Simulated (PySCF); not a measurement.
# Iron: a sound run and one with changed settings

Sound run: Fe [Ar] 3d6 4s2, Fe⁺ [Ar] 3d6 4s1. Calculation: PySCF 2.14, in cc-pVDZ (6s5p3d1f, 43 functions); no relativity, point nucleus. The sound run starts from symmetry-adapted Hartree-Fock orbitals and uses a fine grid where one is needed.

Changed run: radial step 0.5 in ln r (0.13 in the sound run). This setting is unsound on purpose.

```json
{"species": "Fe", "method": "UHF", "sound run (hartree)": "-1262.45140", "changed run (hartree)": "-1262.45140", "converged": "yes"}
{"species": "Fe", "method": "MN15", "sound run (hartree)": "-1263.78509", "changed run (hartree)": "-1263.90846", "converged": "yes"}
{"species": "Fe", "method": "r2SCAN", "sound run (hartree)": "-1263.65770", "changed run (hartree)": "-1263.57203", "converged": "yes"}
{"species": "Fe⁺", "method": "UHF", "sound run (hartree)": "-1262.21728", "changed run (hartree)": "-1262.21728", "converged": "yes"}
{"species": "Fe⁺", "method": "MN15", "sound run (hartree)": "-1263.49551", "changed run (hartree)": "-1263.61896", "converged": "yes"}
{"species": "Fe⁺", "method": "r2SCAN", "sound run (hartree)": "-1263.37471", "changed run (hartree)": "-1263.29614", "converged": "yes"}
```

Ionisation energy of Fe:

```tsv
method	sound run (eV)	changed run (eV)
UHF	6.371	6.371
MN15	7.880	7.878
r2SCAN	n/a	7.507
```

A coarse radial grid mis-integrates the density and the exchange-correlation energy, with errors of either sign; Hartree-Fock needs no grid.

For comparison, NIST gives 7.902 eV between the lowest levels.
